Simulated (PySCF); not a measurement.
Compound: GaMe2H, C2H7Ga.
Z-matrix (Å and degrees, PBE0-D3(BJ)/def2-SVP geometry), rows numbered from 1:
```
Ga
C   1  1.9724
H   2  1.1031  1  109.97
H   2  1.1026  1  110.37  3  -117.17
H   2  1.0993  1  113.06  3   121.11
C   1  1.9725  2  119.21  3    62.26
H   6  1.1032  1  109.80  2    64.22
H   6  1.1024  1  110.51  2   -52.97
H   6  1.0993  1  113.04  2  -174.90
H   1  1.5799  2  120.37  3  -117.87
```

Computed at PBE0/pcSseg-1 (pcSseg-2 on Ga) (PySCF, non-relativistic), with Q(69Ga) = 0.171 b: Ga1, 69Ga (I = 3/2): χzz = 170.9 MHz, η = 0.063.

(1) Find the zero-field quadrupole resonance frequencies of 69Ga at Ga1.

Results:

(1) From ν = (|χ|/2)√(1 + η²/3): ν = 85.52 MHz (gallium bonded to 2 C and H).

In a crystal, neighbours and librations shift these lines. Geometry: PBE0-D3(BJ)/def2-SVP; no solvent, vibrations or thermal averaging. The calculation is non-relativistic, for gallium too. These gradients aren't converged with respect to the basis.

These values come from a run that also computed NMR shieldings. The run took 11 s wall, 8.8 s CPU on one thread, x86-64 server (shared host).
